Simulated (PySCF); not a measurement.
Si(H)(F)2(Me) (CH₄F₂Si), SMILES C[SiH](F)F.

Geometry optimised at PBE-D3(BJ)/def2-SVP.

Calculation: TDA-ωB97X/def2-SVPD run with PySCF.

Vertical excitations. The molecule is in vacuum. State labels are in the subgroup Cs.

| state | symmetry | energy (eV) | λ (nm) | f | main pairs |
|---|---|---|---|---|---|
| S1 | A" | 8.94 | 139 | 0.008 | HOMO→LUMO+2 95 % |
| S2 | A' | 9.30 | 133 | 0.065 | HOMO→LUMO+1 85 % |
| S3 | A' | 9.66 | 128 | 0.100 | HOMO→LUMO 93 % |
| S4 | A' | 10.50 | 118 | 0.394 | HOMO→LUMO+3 83 % |
| S5 | A" | 11.07 | 112 | 0.031 | HOMO−1→LUMO+2 70 % |
| S6 | A' | 11.24 | 110 | 0.055 | HOMO−1→LUMO+1 54 %, HOMO−3→LUMO 16 %, HOMO−1→LUMO 14 % |
| S7 | A" | 11.27 | 110 | 0.066 | HOMO→LUMO+5 47 %, HOMO−2→LUMO 30 % |
| S8 | A" | 11.37 | 109 | 0.011 | HOMO−2→LUMO 42 %, HOMO→LUMO+5 37 % |
| S9 | A' | 11.38 | 109 | 0.188 | HOMO−1→LUMO 28 %, HOMO−3→LUMO 20 %, HOMO−2→LUMO+2 16 %, HOMO−1→LUMO+1 13 % |
| S10 | A' | 11.49 | 108 | 0.138 | HOMO−2→LUMO+2 49 %, HOMO−1→LUMO 15 %, HOMO−1→LUMO+1 10 % |
| T1 | A" | 8.50 | 146 | 0 | HOMO→LUMO+2 91 % |
| T2 | A' | 8.79 | 141 | 0 | HOMO→LUMO+1 78 % |
| T3 | A' | 9.30 | 133 | 0 | HOMO→LUMO 81 % |
| T4 | A' | 9.72 | 128 | 0 | HOMO→LUMO+3 56 %, HOMO→LUMO+4 13 % |
Triplets are in the Tamm–Dancoff approximation.
